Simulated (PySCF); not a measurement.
Choosing a basis for TDDFT

SiSe (singlet state).
SMILES: `[Si][Se]`

TDDFT with PBE0 (PySCF), vertical singlets, core orbitals frozen in the response, spherical d and f functions. Isolated species at its PBE0-D3(BJ)/def2-SVP geometry, gas phase. The PBE0/6-31G* calculation is non-relativistic and has no spin–orbit coupling, an omission that weighs most on selenium.

How do the low singlets change with the basis? Take 6-31G*, def2-SVP, aug-cc-pVDZ, def2-SVPD, def2-TZVP, def2-TZVPD and aug-cc-pVTZ.

```
      basis  functions  diffuse  S1 (eV)  S2 (eV)  S3 (eV)  S4 (eV)  S5 (eV)  LUMO (eV)  α (au)
     6-31G*         50       no     3.67     3.94     3.94     4.10     4.10      -2.49    45.6
   def2-SVP         50       no     3.70     3.98     3.98     4.13     4.13      -2.40    44.1
aug-cc-pVDZ         63      yes     3.69     3.95     3.95     4.09     4.09      -2.51    57.2
  def2-SVPD         65      yes     3.71     3.96     3.96     4.13     4.13      -2.51    57.6
  def2-TZVP         85       no     3.68     3.92     3.92     4.06     4.06      -2.46    51.8
 def2-TZVPD        100      yes     3.68     3.91     3.91     4.06     4.06      -2.49    58.2
aug-cc-pVTZ        109      yes     3.67     3.91     3.91     4.05     4.05      -2.50    58.2
```

States are compared by their number. Against the largest diffuse basis here (aug-cc-pVTZ, itself not a converged limit), sets without diffuse functions differ by up to 0.03 eV in S1 and 0.08 eV in S5; the smaller diffuse sets differ by up to 0.03 and 0.08 eV. State by state, the largest deviation of a set without diffuse functions is S1 0.03, S2 0.07, S3 0.07, S4 0.08, S5 0.08 eV. The same number needn't mean the same state in each row. Against aug-cc-pVTZ the polarisability deviates by -22% in 6-31G*, -24% in def2-SVP, -2% in aug-cc-pVDZ, -1% in def2-SVPD, -11% in def2-TZVP, 0% in def2-TZVPD.
